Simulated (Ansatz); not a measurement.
`FBF` + CH₃OH → `COBF` + H–F at 600 K and 1 bar (ligand exchange at a B–F bond).

Calculated with Ansatz (gas phase, PBE0-D4/def2-TZVP geometries, no zero-point term in ΔE). CBS: MP2 limit from def2 TZ/QZ plus the TZ coupled-cluster correction, frozen cores. This one scheme is used for every species. One conformer a species, not always the lowest.

```json
{"species": "`FBF`", "CCSD(T)/CBS energy (Eh)": "-225.09427", "H − E (kJ/mol)": "73.4", "S (J/(mol·K))": "279.9"}
{"species": "CH₃OH", "CCSD(T)/CBS energy (Eh)": "-115.61712", "H − E (kJ/mol)": "163.6", "S (J/(mol·K))": "277.3"}
{"species": "`COBF`", "CCSD(T)/CBS energy (Eh)": "-240.31409", "H − E (kJ/mol)": "196.0", "S (J/(mol·K))": "352.1"}
{"species": "H–F", "CCSD(T)/CBS energy (Eh)": "-100.39570", "H − E (kJ/mol)": "42.3", "S (J/(mol·K))": "194.0"}
```

H − E and S are ideal-gas, rigid-rotor, harmonic terms from PBE0-D4/def2-TZVP, for one conformer and one mirror image of each species. 1 Eh = 2625.50 kJ/mol, R = 8.31446 J/(mol·K).

By hand: ΔE, ΔH, ΔS and ΔG.

ΔE = (-240.31409) + (-100.39570) − (-225.09427) − (-115.61712) = 0.00160 Eh = 4.2 kJ/mol. Δ(H − E) = 196.0 + 42.3 − 73.4 − 163.6 = 1.3, so ΔH = 5.5 kJ/mol. ΔS = 352.1 + 194.0 − 279.9 − 277.3 = -11.1 J/(mol·K). ΔG = 5.5 − 600 × (-11.1)/1000 = 12.2 kJ/mol.

By hand: the equilibrium constant, and the temperature at which ΔG would vanish if ΔH and ΔS stayed fixed.

log₁₀ K = −ΔG/(RT ln 10) = -1.1. ΔH and −TΔS have one sign here, so there is no such temperature.

TΔS isn't small against ΔH here. A doubt of 5 kJ/mol in ΔE shifts log₁₀ K by 0.4 here. Other conformers and mirror images would add mixing entropy, several J/(mol·K) or more a flexible species. These are equilibria of isolated gas molecules and say nothing of rates. Largest T1 diagnostic: 0.013 (customary marks: 0.02 for closed shells, 0.045 for open ones).

ΔS is within the doubt of such terms, so its sign, and with it that verdict, could turn.
